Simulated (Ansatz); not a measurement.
Basis-set extrapolation for H8N2Si2 (`N[SiH](N)[SiH3]`) (PBE0-D4/def2-TZVP geometry, frozen core, Ansatz 0.2.0). Multiplicity 1, RHF reference.

```json
{"": "HF", "def2-TZVPP": "-691.552166", "def2-QZVPP": "-691.576476"}
{"": "MP2 correlation", "def2-TZVPP": "-0.685076", "def2-QZVPP": "-0.735371"}
{"": "CCSD(T) correlation", "def2-TZVPP": "-0.764074", "def2-QZVPP": "not run"}
```

Energies in hartree. Use E(X) = E(∞) + A·exp(−7.88·√X) for Hartree–Fock and E(X) = E(∞) + B·X^(−2.97) for correlation, with X = 3 and 4, and add CCSD(T) minus MP2 of the smaller set to the MP2 limit.

Problem. What is the CCSD(T) energy at the basis-set limit?

Solution. HF limit: -691.576476 + (-0.024310) × 0.13774 = -691.57982. MP2 limit: -0.735371 + (-0.050295) × 0.74074 = -0.77263. Higher-order term: -0.764074 − (-0.685076) = -0.07900. Total: -692.43145 hartree, 302.5 kJ/mol below CCSD(T)/def2-TZVPP.
